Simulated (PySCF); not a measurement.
C5H9N, SMILES CC(C)=C=CN.

Geometry: ωB97X-D3(BJ)/def2-SVP. This is a generated structure with no PubChem entry under its InChIKey; it may be hypothetical. Other conformers were not sampled.

Computed with PySCF with M06-2X/def2-TZVP.

Isolated molecule, no solvent.

| Property | Value |
|---|---|
| total energy | -250.61572 hartree |
| highest occupied level | -7.07 eV |
| lowest empty level | 1.14 eV |
| orbital gap | 8.21 eV |
| dipole moment | 1.13 D |
| quadrupole, principal values (traceless, Buckingham form, about the centre of nuclear charge) | -7.92, -0.04, 7.96 D·Å |
| mean static polarisability | 74.7 bohr³ (11.07 Å³) |
| polarisability, principal values | 54.5, 58.6, 111.0 bohr³ |
